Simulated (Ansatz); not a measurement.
Ansatz (a program for electronic structure) input for tetrachloroaluminate (AlCl4), SMILES [Cl][Al-]([Cl])([Cl])[Cl], charge -1, PBE/def2-SVPD. Coordinates come from a B3LYP-D3(BJ)/def2-SVPD optimisation.

Ansatz 0.2 input:
```yaml
crystal:
  periodic: [false, false, false]
  atoms:
    - {symbol: Cl, position_ang: [-1.25922712, 1.25922712, -1.25922712]}
    - {symbol: Al, position_ang: [-0.00000000, 0.00000000, -0.00000000]}
    - {symbol: Cl, position_ang: [1.25922712, 1.25922712, 1.25922712]}
    - {symbol: Cl, position_ang: [1.25922712, -1.25922712, -1.25922712]}
    - {symbol: Cl, position_ang: [-1.25922712, -1.25922712, 1.25922712]}
basis:
  gaussian:
    orbitals: def2-SVPD
hamiltonian:
  xc: {name: PBE}
total_charge: -1
```

Output:

```
WARN ansatz: RAYON_NUM_THREADS=1 ignored (pool sized by the plan → 1); use --threads N
Functional definition: PBE
integrals: 0.10 GiB planned
1333 factors; their error is unknown
mean field: 0.46 GiB planned
mean field evaluation 1: about -56656.5970 eV, gradient 1.4e1 eV
mean field evaluation 2: about -56655.7361 eV, gradient 2.2e1 eV
mean field evaluation 4: about -56657.1421 eV, gradient 7.1e-1 eV
mean field evaluation 8: about -56657.0868 eV, gradient 9.6e-4 eV
mean field -56657.08680871 eV, -2082.1095366672 hartree, gradient 5.0e-5 eV, S^2 0.000000; 0 other end points of the search recorded, 0 dependent functions left out
reference -56657.08685024 eV, -2082.1095381935 hartree; 41, 41 occupied and 91, 91 virtual orbitals, 1333 factors
Total energy: -56657.08685024 eV, -2082.1095381935 hartree
```

The run converged.

Cost: very roughly 2.1 core-seconds.
